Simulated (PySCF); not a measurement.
Computed properties of ethylene carbonate (C₃H₄O₃), SMILES O1CCOC1=O

ethylene carbonate (C3H4O3), SMILES O=C1OCCO1. Geometry optimised at B3LYP-D3(BJ)/def2-SVP. One conformer was computed; it need not be the lowest. All values are computed for the isolated molecule unless a solvent is named; none is compared with measurement here.

**Structure.** The optimised structure has C2 symmetry. All 24 harmonic modes at B3LYP-D3(BJ)/def2-SVP (PySCF) are real, so it is a minimum. With heavy atoms numbered as in [O:1]=[C:2]1[O:3][CH2:4][CH2:5][O:6]1, the shortest bond between them is O1–C2 at 1.188 Å and the longest C4–C5 at 1.534 Å.

**Vibrations.** The strongest infrared lines (harmonic, unscaled, degenerate partners summed) lie at 1960 cm⁻¹ (622 km/mol, C 67 %, O 33 %), 1144 cm⁻¹ (248 km/mol, C 61 %, O 22 %, H 17 %), 1124 cm⁻¹ (193 km/mol, O 50 %, C 39 %, H 11 %). The softest mode is at 165 cm⁻¹ and the zero-point energy is 47.1 kcal/mol.

**Electronic structure.** r2SCAN/def2-TZVP (PySCF) places the frontier levels at -7.34 and 0.05 eV, a gap of 7.39 eV, and gives a dipole moment of 5.26 D and a mean polarisability of 43.1 bohr³. PBE/def2-TZVP (PySCF) at the same geometry gives -6.99 and -0.27 eV, so its gap is 0.67 eV narrower. An orbital gap is neither the optical nor the fundamental gap.

**Excitations.** TDDFT-CAM-B3LYP/def2-SVPD (PySCF) has S1 at 7.03 eV (176 nm, f = 0.000, dark); the most intense of the 10 singlets computed lies at 8.99 eV (f = 0.27). T1 (TDA) is at 6.54 eV. TDDFT-PBE/def2-SVPD (PySCF) puts S1 at 6.64 eV. No vertical singlet excitation falls in the visible range (under 3.1 eV).

**NMR.** GIAO shifts at HF/pcSseg-1 (PySCF) (non-relativistic, atoms alike by connectivity averaged): ¹³C from 61.0 to 160.5 ppm against TMS; ¹H at 4.3 ppm against TMS.

**Solvation.** SMD-M06-2X/def2-SVP (PySCF) gives -8.4 kcal/mol in water, -7.4 kcal/mol in chlorobenzene, -5.4 kcal/mol in toluene (1 M in both phases, gas-phase geometry); of these solvents water holds the molecule best.
